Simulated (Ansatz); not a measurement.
Consider the substitution at a C–C bond: `C=[C]([AlH2])C(C)=N` + H–F → `CC(=N)F` + `C=[CH][AlH2]`.

Program: Ansatz. Geometries: PBE0-D4/def2-TZVP. ΔE: electronic, gas phase. CBS: MP2 limit from def2 TZ/QZ plus the TZ coupled-cluster correction, frozen cores. This one scheme is used for every species. Functionals use def2-TZVPP. One conformer a species, not always the lowest.

Q: Is it downhill or uphill in electronic energy at CCSD(T)/CBS, and by how much? (Best estimate.)

A: The calculation gave: Uphill: ΔE = +23.4 kJ/mol.

Q: What do these levels give: ωB97X-V, B2PLYP, r2SCAN, HF/CBS(def2), MP2/CBS(def2), CCSD/CBS(def2)? (An estimate is asked.)

A: The calculation gave: ωB97X-V 3.4, B2PLYP 4.8, r2SCAN -0.1, HF/CBS(def2) -15.1, MP2/CBS(def2) 34.9, CCSD/CBS(def2) 18.6 kJ/mol.

Largest T1 diagnostic among the species: 0.012.

From PBE to PBE0 (25 % exact exchange), in def2-TZVPP and without D4, ΔE moves by +3.6 kJ/mol. The D4 term adds +15.7 kJ/mol with B3LYP and +8.9 kJ/mol with PBE0; it sums over pairs of atoms, weighted by their polarisabilities, and B3LYP, whose exchange is more repulsive, gets the larger term.

B3LYP here is the variant with VWN-RPA as its local correlation; programs differ in this.
